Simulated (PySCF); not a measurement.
Species: C₅H₁₁P₂ (charge +1).
Atom-mapped SMILES: `[CH3:1][C:2]1=[CH:3][CH2:4][P@@H+:5]([PH2:6])[CH2:7]1` (hydrogens: H8, H9, H10 on C1; H11 on C3; H12, H13 on C4; H14 on P5; H15, H16 on P6; H17, H18 on C7)

Structure used (GFN2-xTB), in Å, numbered top down from 1:
```
atom  x, y, z in Å
C1    -2.5712    0.1012    0.0735
C2    -1.1259   -0.2173   -0.0608
C3    -0.6049   -1.2883   -0.6424
C4     0.8957   -1.4418   -0.6578
P5     1.4648    0.2163   -0.1380
P6     1.9993    1.4193   -1.8479
C7    -0.1361    0.7646    0.5454
H8    -2.8292    0.2526    1.1206
H9    -2.8084    1.0205   -0.4606
H10   -3.1826   -0.7012   -0.3271
H11   -1.1987   -2.0685   -1.0865
H12    1.2264   -2.2143    0.0443
H13    1.2714   -1.7058   -1.6506
H14    2.3763    0.0780    0.9000
H15    2.4606    2.4660   -1.0377
H16    3.2631    0.8235   -1.9540
H17   -0.3627    1.7972    0.2647
H18   -0.1468    0.7042    1.6386
```

Method: PySCF 2.14.0, density-fitted response routines, TDDFT CAM-B3LYP/def2-SVPD, vertical, gas phase, core orbitals frozen in the response.

Transition dipole moments from the ground state, in atomic units and in the frame of the coordinates above (overall signs are arbitrary), for the states with f of 0.002 or more among the lowest 8:

| state | E (eV) | μx | μy | μz |
| --- | --- | --- | --- | --- |
| S1 | 5.817 | 0.233 | 0.137 | -0.169 |
| S2 | 6.121 | 0.157 | -0.207 | -0.113 |
| S3 | 6.767 | -0.304 | -0.473 | 0.638 |
| S4 | 6.837 | 0.191 | 0.092 | 0.195 |
| S5 | 7.242 | -0.509 | 0.671 | 0.334 |
| S6 | 7.272 | 0.240 | -0.213 | -0.105 |
| S8 | 7.404 | -0.307 | 0.429 | 0.252 |

Work out the oscillator strengths.

f = (2/3) ΔE |μ|² with ΔE in hartree (27.2114 eV).

```csv
state,|μ|² (au),|μ| (D),f
S1,0.102,0.81,0.014
S2,0.080,0.72,0.012
S3,0.724,2.16,0.120
S4,0.083,0.73,0.014
S5,0.821,2.30,0.146
S6,0.114,0.86,0.020
S8,0.342,1.49,0.062
```

Which bond between heavy atoms lies closest to the direction of the S5 transition dipole?

C2–C3, at 11° from it; next P5–C7 at 31°.

What angle do the transition dipoles of S3 and S5 make?

|cos θ| = |μa·μb| / (|μa| |μb|) = 0.07, so θ ≈ 86° (taken between 0 and 90°, since the signs are arbitrary).

How is the summed strength of these states shared among x, y and z?

(2/3) Σ ΔE μα² gives 0.106 for x, 0.169 for y and 0.113 for z, 0.388 in all.

What peak molar absorption coefficient would the strongest computed level give as a lone Gaussian band 0.3 eV wide at half height?

ε(max) = 2.175×10⁸ f / FWHM, with the width in cm⁻¹. S5: 2.175×10⁸ × 0.1456 / 2420 ≈ 13000 L mol⁻¹ cm⁻¹.

The run took 51 s on Arm Neoverse V1, one thread, shared host with 32 logical CPUs at a one-minute load of 12, and the process peaked at 1.1 GiB of memory.

One conformer stands for the species.
